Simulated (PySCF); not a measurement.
Assignment exercise: C6H4F2

Geometry:
```tsv
atom	x (Å)	y (Å)	z (Å)
C1	3.880	0.473	-0.136
C2	2.716	0.184	-0.036
C3	1.400	-0.138	0.072
C4	0.237	-0.443	0.169
C5	-1.164	-0.780	0.277
C6	-2.045	0.408	-0.105
F7	-2.013	1.365	0.852
F8	-3.340	0.016	-0.204
H9	4.895	0.722	-0.220
H10	-1.403	-1.074	1.304
H11	-1.405	-1.610	-0.394
H12	-1.758	0.876	-1.060
```

- PBE0/pcSseg-1 with gauge-including orbitals
- GFN2-xTB geometry
- run in PySCF 2.14
- isolated molecule, one conformer, one averaged value for each set of equivalent atoms, non-relativistic

References, each an isolated molecule treated in the same way: ¹³C (σ = 186.93 ppm) and ¹H (σ = 31.72 ppm) against TMS.

Question: Assign these signals to the numbered atoms. ¹³C{¹H} NMR (computed): δ 122.3, 77.3, 73.8, 73.6, 73.2, 29.6.

Answer: 
```tsv
δ (ppm)	atoms	environment	reason
122.3	C6	sp3 CH bonded to 2 F	2 electronegative neighbours deshield it
77.3	C3	alkyne carbon	sp carbons lie upfield of alkene carbons because the cylindrical π system leaves one tensor component strongly shielded
73.8	C4	alkyne carbon	–
73.6	C2	alkyne carbon	–
73.2	C1	terminal alkyne carbon	sp carbons lie upfield of alkene carbons because the cylindrical π system leaves one tensor component strongly shielded
29.6	C5	propargylic sp3 CH2	aliphatic region, no heteroatom directly attached
```

C4 and C2; C2 and C1 lie closer than the usual error of such a calculation, so a measured spectrum could show them in the other order.

Question: Assign these signals to the numbered atoms. ¹H NMR (600 MHz, computed): δ 6.25 (m, 1H), 2.95 (m, 2H), 1.27 (s, 1H).

Answer: 
| δ (ppm) | atoms | environment | reason |
| --- | --- | --- | --- |
| 6.25 | H12 | hydrogen on an sp3 CH bonded to 2 F | its carbon carries F, an electronegative neighbour |
| 2.95 | H10/H11 | hydrogen on a propargylic sp3 CH2 | – |
| 1.27 | H9 | hydrogen on a terminal alkyne carbon | it lies on the axis of the triple bond, in its shielding cone |

Splittings by ¹⁹F in the carbon and heteronuclear signals aren't shown, as no couplings were computed. Shifts are as computed. Against solution values, carbons near 30 ppm lie about +3 ppm off and those near 130 ppm about +5 ppm. Of 1313 compounds with measured shifts, 239 miss one by over three times the rms of a fit or turn the order of signals round; such compounds aren't used in these exercises. No couplings were computed; multiplicities are counted from neighbouring protons, with m where these are inequivalent, close in shift, in a saturated or five-membered ring or joined by F or P, and br s for small geminal =CH2 splittings.
